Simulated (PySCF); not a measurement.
C$_{4}$H$_{10}$O, charge +1, doublet, at a GFN2-xTB geometry (a state made from the parent by changing its charge; the spin is typed, not shown lowest); WB97X/STO-3G in PySCF.

Here is a job for PySCF.
```python
from pyscf import gto, scf, dft

mol = gto.Mole()
mol.atom = '''
    C     2.40383578    0.23128589    0.02104572
    C     0.99932557    0.78655491    0.14002323
    O     0.05153369   -0.16931873   -0.17274142
    C    -1.17772207   -0.20041657    0.45796359
    C    -2.26720493   -0.68019929   -0.47903368
    H     2.57443051   -0.49999618    0.81328356
    H     2.54801622   -0.28661578   -0.92641979
    H     3.13315995    1.03104275    0.10402418
    H     0.80119043    1.27136125    1.10969490
    H     0.91407307    1.59500987   -0.61973010
    H    -1.41737427    0.75316825    0.95575942
    H    -1.10938635   -0.95328986    1.27442215
    H    -3.18553412   -0.85896250    0.07153458
    H    -1.97530461   -1.59508166   -0.99331520
    H    -2.44494642    0.07456413   -1.24731551
'''
mol.basis = 'sto-3g'
mol.charge = 1
mol.spin = 1
mol.verbose = 4
mol.build()

mf = dft.UKS(mol)
mf.xc = 'wb97x'
mf.kernel()
```

Output, abridged:

```
PySCF version 2.14.0

[INPUT] verbose = 4
[INPUT] num. atoms = 15
[INPUT] num. electrons = 41
[INPUT] charge = 1
[INPUT] spin (= nelec alpha-beta = 2S) = 1
[INPUT] symmetry False subgroup None
[INPUT] Mole.unit = angstrom
[INPUT] Symbol           X                Y                Z      unit          X                Y                Z       unit  Magmom
[INPUT]  1 C      2.403835780000   0.231285890000   0.021045720000 AA    4.542591272630   0.437066988576   0.039770646894 Bohr   0.0
[INPUT]  2 C      0.999325570000   0.786554910000   0.140023230000 AA    1.888451636575   1.486373361832   0.264605555777 Bohr   0.0
[INPUT]  3 O      0.051533690000  -0.169318730000  -0.172741420000 AA    0.097384560288  -0.319966027459  -0.326433974168 Bohr   0.0
[INPUT]  4 C     -1.177722070000  -0.200416570000   0.457963590000 AA   -2.225572163156  -0.378732428125   0.865425760123 Bohr   0.0
[INPUT]  5 C     -2.267204930000  -0.680199290000  -0.479033680000 AA   -4.284396385964  -1.285390368224  -0.905242459643 Bohr   0.0
[INPUT]  6 H      2.574430510000  -0.499996180000   0.813283560000 AA    4.864968590624  -0.944855843529   1.536883190011 Bohr   0.0
[INPUT]  7 H      2.548016220000  -0.286615780000  -0.926419790000 AA    4.815052816750  -0.541625327179  -1.750679679477 Bohr   0.0
[INPUT]  8 H      3.133159950000   1.031042750000   0.104024180000 AA    5.920814209956   1.948388420218   0.196577210532 Bohr   0.0
[INPUT]  9 H      0.801190430000   1.271361250000   1.109694900000 AA    1.514030486323   2.402524567885   2.097019442827 Bohr   0.0
[INPUT] 10 H      0.914073070000   1.595009870000  -0.619730100000 AA    1.727347760140   3.014131820278  -1.171120160149 Bohr   0.0
[INPUT] 11 H     -1.417374270000   0.753168250000   0.955759420000 AA   -2.678449186305   1.423281718218   1.806123544773 Bohr   0.0
[INPUT] 12 H     -1.109386350000  -0.953289860000   1.274422150000 AA   -2.096436367831  -1.801456752725   2.408308830579 Bohr   0.0
[INPUT] 13 H     -3.185534120000  -0.858962500000   0.071534580000 AA   -6.019787047257  -1.623203876272   0.135180764636 Bohr   0.0
[INPUT] 14 H     -1.975304610000  -1.595081660000  -0.993315200000 AA   -3.732784725491  -3.014267483717  -1.877093683368 Bohr   0.0
[INPUT] 15 H     -2.444946420000   0.074564130000  -1.247315510000 AA   -4.620279123036   0.140905784416  -2.357084704822 Bohr   0.0

nuclear repulsion = 190.470588594244
number of shells = 25
number of NR pGTOs = 105
number of NR cGTOs = 35
basis = sto-3g
ecp = {}

******** <class 'pyscf.dft.uks.UKS'> ********
method = UKS
initial guess = minao
damping factor = 0
level_shift factor = 0
DIIS = <class 'pyscf.scf.diis.CDIIS'>
diis_start_cycle = 1
diis_space = 8
diis_damp = 0
SCF conv_tol = 1e-09
SCF conv_tol_grad = None
SCF max_cycles = 50
direct_scf = True
direct_scf_tol = 1e-13
number electrons alpha = 21  beta = 20
XC library pyscf.dft.libxc version 7.1.2
    S. Lehtola, C. Steigemann, M. J. T. Oliveira, and M. A. L. Marques,  SoftwareX 7, 1–5 (2018)
XC functionals = wb97x
    J.-D. Chai and M. Head-Gordon,  J. Chem. Phys. 128, 084106 (2008)
radial grids:
    Treutler-Ahlrichs [JCP 102, 346 (1995); DOI:10.1063/1.469408] (M4) radial grids

becke partition: Becke, JCP 88, 2547 (1988); DOI:10.1063/1.454033
pruning grids: <function nwchem_prune>
grids dens level: 3
symmetrized grids: False
atomic radii adjust function: <function treutler_atomic_radii_adjust>
small_rho_cutoff = 0
Set gradient conv threshold to 3.16228e-05
tot grids = 168640
init E= -231.323611425647

cycle= 1 E= -230.375461202011  delta_E= 0.948  |g|= 0.267  |ddm|= 3.16
cycle= 2 E= -230.421073102802  delta_E= -0.0456  |g|= 0.177  |ddm|= 0.532
cycle= 3 E= -230.437454113726  delta_E= -0.0164  |g|= 0.0275  |ddm|= 0.191
cycle= 4 E= -230.43947452916  delta_E= -0.00202  |g|= 0.0194  |ddm|= 0.0814
cycle= 5 E= -230.440082411308  delta_E= -0.000608  |g|= 0.00576  |ddm|= 0.0478
cycle= 6 E= -230.440211471666  delta_E= -0.000129  |g|= 0.00115  |ddm|= 0.0311
cycle= 7 E= -230.440214524085  delta_E= -3.05e-06  |g|= 0.000395  |ddm|= 0.00419
cycle= 8 E= -230.440214905546  delta_E= -3.81e-07  |g|= 0.000121  |ddm|= 0.00141
cycle= 9 E= -230.440214964283  delta_E= -5.87e-08  |g|= 3.31e-05  |ddm|= 0.000629
cycle= 10 E= -230.440214968703  delta_E= -4.42e-09  |g|= 9.96e-06  |ddm|= 0.000166
cycle= 11 E= -230.440214969115  delta_E= -4.12e-10  |g|= 2.6e-06  |ddm|= 5.52e-05
Extra cycle  E= -230.440214969126  delta_E= -1.06e-11  |g|= 1.31e-06  |ddm|= 5.63e-06
converged SCF energy = -230.440214969126  <S^2> = 0.75297464  2S+1 = 2.0029724
```
